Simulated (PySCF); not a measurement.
Osmium: a sound run and one with changed settings

Sound run: Os⁺ [Xe] 4f14 5d6 6s1, Os²⁺ [Xe] 4f14 5d6. All numbers are calculated (PySCF 2.14, scalar relativity through the core potential, in cc-pVTZ-PP with ECP60MDF (5s5p4d2f1g, 63 functions)). In the sound run the correlated levels freeze 5s2 5p6 outside the core potential. The sound run starts from symmetry-adapted Hartree-Fock orbitals and uses a fine grid where one is needed.

A second run was set up differently.

```json
{"species": "Os⁺", "method": "UHF", "sound run (hartree)": "-89.83090", "changed run (hartree)": "-89.83090", "converged": "yes"}
{"species": "Os⁺", "method": "PBE0", "sound run (hartree)": "-90.48038", "changed run (hartree)": "-90.48038", "converged": "yes"}
{"species": "Os⁺", "method": "BP86", "sound run (hartree)": "-90.59014", "changed run (hartree)": "-90.59014", "converged": "yes"}
{"species": "Os⁺", "method": "MP2", "sound run (hartree)": "-89.96033", "changed run (hartree)": "-89.93080", "converged": "yes"}
{"species": "Os²⁺", "method": "UHF", "sound run (hartree)": "-89.24227", "changed run (hartree)": "-89.24227", "converged": "yes"}
{"species": "Os²⁺", "method": "PBE0", "sound run (hartree)": "-89.84500", "changed run (hartree)": "-89.84500", "converged": "yes"}
{"species": "Os²⁺", "method": "BP86", "sound run (hartree)": "-89.94021", "changed run (hartree)": "-89.94021", "converged": "yes"}
{"species": "Os²⁺", "method": "MP2", "sound run (hartree)": "-89.34096", "changed run (hartree)": "-89.32091", "converged": "yes"}
```

Ionisation energy of Os⁺:

```
 method  sound run (eV)  changed run (eV)
    UHF          16.018            16.018
   PBE0          17.290            17.290
   BP86          17.685            17.685
    MP2          16.854            16.596
SCS-MP2          16.488            16.337
```

Task: What was changed?
A. a valence shell is frozen
B. level shift left on
C. too few SCF iterations
D. all electrons correlated in a valence basis

Result: B. It used initial guess atom, at most 50 SCF cycles, level shift 0.5 hartree. A level shift leaves the converged SCF energy unchanged but raises the virtual orbital energies, which shrinks MP2 if it is not removed.
